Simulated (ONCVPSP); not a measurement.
# Ranking ONCV potentials for Co

All share these settings but for the change named:

| Quantity | Value |
| --- | --- |
| Element | Co |
| Generator | ONCVPSP 4.0.1 |
| Type | optimised norm-conserving Vanderbilt (ONCV) |
| Functional | PBEsol |
| Relativity | scalar-relativistic |
| Frozen core | [Ne] |
| Valence charge | 17 |
| Reference configuration | 3s2 3p6 3d7 4s0.5 (charge +1.5) |
| Partial waves | 3s+4s: rc 1.35 bohr, ncon 3, nbas 7, qcut 6.8 1/bohr, 3 projectors, debl 2.3 Ha; 3p: rc 1.00 bohr, ncon 4, nbas 9, qcut 14.4 1/bohr, 2 projectors, debl 1.7 Ha; 3d: rc 1.00 bohr, ncon 4, nbas 8, qcut 16.6 1/bohr, 2 projectors, debl 3.7 Ha |
| Local potential | polynomial inside 0.60 bohr (lpopt 5, dvloc0 0 Ha) |
| Core correction | none |

In the p channel the program set the typed energies aside and used -2.914, 0.250 Ha.

Cutoff: the first of the cutoffs (Ha) at which the residual kinetic energy of the hardest occupied pseudo-wave falls to 1 and 0.1 mHa per electron; the density cutoff is not measured.

The base gives 99 Ha.

Of 7 variants that were run, those that failed, showed a ghost or another fault, or gave nearly equal values are left out.

A variant can come out equal or close to the base.

Problem. Rank these variants from softest to hardest (loose cutoff).
A. s: qcut 4.8; p: qcut 10.2; d: qcut 11.8
B. d: qcut 20.7
C. all radii scaled by about 1.32 (s 1.78, p 1.32, d 1.32 bohr); local potential polynomial inside 0.80 bohr (lpopt 5, dvloc0 0 Ha)

Solution. C (75 Ha), A (91 Ha), B (113 Ha).
